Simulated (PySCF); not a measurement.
Si(All)(Cl)(Me)2, SMILES C=CC[Si](C)(C)Cl (C5H11ClSi), singlet (GFN2-xTB optimised geometry):

```
18

C     -0.960    -2.911     1.412
C     -0.174    -1.870     1.620
C     -0.625    -0.451     1.590
Si    -0.026     0.446     0.000
C     -0.627     2.253     0.000
C     -0.632    -0.490    -1.542
Cl     2.015     0.446     0.000
H     -0.588    -3.921     1.426
H     -2.015    -2.793     1.223
H      0.883    -2.016     1.803
H     -0.232     0.071     2.464
H     -1.713    -0.410     1.643
H     -0.273     2.780    -0.881
H     -0.266     2.793     0.870
H     -1.711     2.310     0.003
H     -0.329    -1.533    -1.505
H     -0.227    -0.061    -2.453
H     -1.714    -0.466    -1.618
```

Level of theory: B3LYP/def2-SVP run with PySCF.

What are the frontier orbital energies and the dipole moment?

HOMO-2 -8.32 eV, HOMO-1 -8.01 eV, HOMO -6.78 eV, LUMO 0.31 eV, LUMO+1 1.31 eV; dipole moment 1.59 D.

Meta-Löwdin charges at B3LYP/def2-SVP: C1 -0.25, C2 -0.07, C3 -0.41, Si4 0.93, C5 -0.54, C6 -0.54, Cl7 -0.30, H8 0.10, H9 0.09, H10 0.10, H11 0.11, H12 0.10, H13 0.11, H14 0.11, H15 0.11, H16 0.12, H17 0.11, H18 0.11.
